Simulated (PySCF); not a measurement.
## J couplings in hexamethyleneimine

Cartesian coordinates in Å; atom numbers follow the order of the lines, from 1:
```xyz
20

C     0.692   -1.225   -0.731
C    -0.622   -1.387    0.037
C    -1.646   -0.299   -0.281
C    -1.286    1.104    0.188
N     0.012    1.559   -0.270
C     1.126    1.014    0.482
C     1.712   -0.272   -0.109
H     0.448   -0.872   -1.746
H     1.173   -2.208   -0.860
H    -0.431   -1.426    1.125
H    -1.069   -2.361   -0.221
H    -1.798   -0.277   -1.374
H    -2.620   -0.566    0.165
H    -2.050    1.802   -0.191
H    -1.357    1.134    1.300
H     0.041    2.572   -0.238
H     1.926    1.769    0.530
H     0.828    0.825    1.537
H     2.267   -0.787    0.693
H     2.458   -0.017   -0.880
```

Indirect spin–spin couplings were computed at B3LYP/pcJ-1 (spin–dipole term only in couplings to heteroatoms) (PySCF) on a PBE0-D3(BJ)/def2-SVP structure, for the isolated molecule, without vibrational or relativistic corrections. Couplings are averaged over pairs made equivalent by symmetry, fast rotation or ring inversion, so a value needn't be that of the named pair in this geometry, while other rotamers aren't included; one pair stands for each set, and the list holds a selection of those of at least 1.5 Hz over up to four bonds.

Isotopes: ¹³C, ¹H, ¹⁵N.

```tsv
pair	bonds	J (Hz)
C1, C2	1	?
C1, C7	1	?
C1, H8	1	130.5
C3, C4	1	40.5
C3, H12	1	?
C4, N5	1	-4.7
C4, H14	1	133.2
N5, H16	1	-72.5
C1, H10	2	-3.3
C1, H19	2	-3.4
C3, H10	2	-3.4
C3, H14	2	-1.9
C4, H12	2	?
C4, H16	2	?
H8, H9	2	-15.6
C1, H12	3	6.5
C1, H17	3	5.4
C3, H8	3	7.6
C3, H16	3	8.7
C4, H10	3	6.1
C4, H17	3	9.3
N5, H12	3	?
H8, H10	3	11.1
H8, H19	3	?
H12, H15	3	?
H14, H16	3	4.1
```

Question: Estimate the withheld couplings, with signs.

Answer: 
- ¹J(C1,C2) = 35.3 Hz (bond length 1.530 Å)
- ¹J(C1,C7) = 36.1 Hz (bond length 1.528 Å)
- ¹J(C3,H12) = 130.1 Hz (bond length 1.104 Å, sp3 carbon)
- ²J(C4,H12) = -3.0 Hz (mean over equivalent pairs that range from -4.8 to -1.2 Hz in this conformer)
- ²J(C4,H16) = -1.9 Hz (angle at N5 109°)
- ³J(N5,H12) = -3.7 Hz (mean over equivalent pairs that range from -8.0 to 0.2 Hz in this conformer)
- ³J(H8,H19) = 8.6 Hz (mean over equivalent pairs that range from 1.1 to 14.3 Hz in this conformer)
- ³J(H12,H15) = 7.4 Hz (mean over equivalent pairs that range from 0.6 to 13.5 Hz in this conformer)
